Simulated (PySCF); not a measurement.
Write Cartesian coordinates for `C=[CH][GeH2][S]C` as optimised with PBE0-D3(BJ)/def2-SVP.

```
atom  x, y, z in Å
C1     1.5449    0.7913    0.6882
C2     1.0788   -0.4562    0.5756
Ge3    0.2849   -1.1321   -1.0572
S4    -1.8907   -1.4611   -0.7401
C5    -2.3747    0.2283   -0.2666
H6     1.5379    1.4934   -0.1537
H7     1.9646    1.1711    1.6267
H8     1.1021   -1.1201    1.4485
H9     0.5074   -0.0838   -2.1681
H10    0.8402   -2.5085   -1.4581
H11   -3.4431    0.1924   -0.0134
H12   -2.2347    0.9352   -1.0973
H13   -1.8135    0.5769    0.6122
```

Orientation and origin are arbitrary. Atoms count from 1 in this order. Ge3 (germanium bonded to C, S and 2 H) is distorted tetrahedral (angles from 105.0° to 112.6°).

Bonds between heavy atoms (Å): C1=C2 1.336, C2–Ge3 1.937, Ge3–S4 2.223, S4–C5 1.820.

Level of theory: PBE0-D3(BJ)/def2-SVP geometry optimisation, gas phase in PySCF 2.14.0.

Point group: C1 (no symmetry element, even within 0.4 Å). Stationary, but not proved a minimum. The numbers are those of one conformer (C1–C2–Ge3–S4 -111°, C2–Ge3–S4–C5 58°).
